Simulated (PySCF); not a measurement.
# Electronic structure of Mg (magnesium, neutral) at the UHF level

Configuration: [Ne] 3s2, closed-shell 1S. All numbers are calculated (PySCF 2.14, the spin-free X2C one-electron Hamiltonian (Gaussian nucleus), in Sapporo-DZP-2012 (5s4p1d, 22 functions)).

```json
{
  "Total energy": "-199.871200 hartree",
  "One-electron energy": "-279.7370 hartree",
  "Hartree (Coulomb) energy": "95.8616 hartree",
  "Exchange energy": "-15.9958 hartree",
  "⟨S²⟩": "0.0000",
  "⟨L²⟩": "0.000",
  "Sum of ⟨r⟩": "12.25 bohr",
  "Sum of ⟨r²⟩": "29.52 bohr²",
  "Langevin diamagnetic susceptibility": "-23.4 ×10⁻⁶ cm³/mol",
  "Time after the integrals": "0.04 s of wall time on 1 thread of AMD EPYC 7R13 Processor (shared host)"
}
```

```csv
shell,electrons,mean orbital energy (hartree),"rms radius, mean of both spins (bohr)"
1s,2,-49.12163,0.152
2s,2,-3.77867,0.755
2p,6,-2.28304,0.773
3s,2,-0.25328,3.52
```
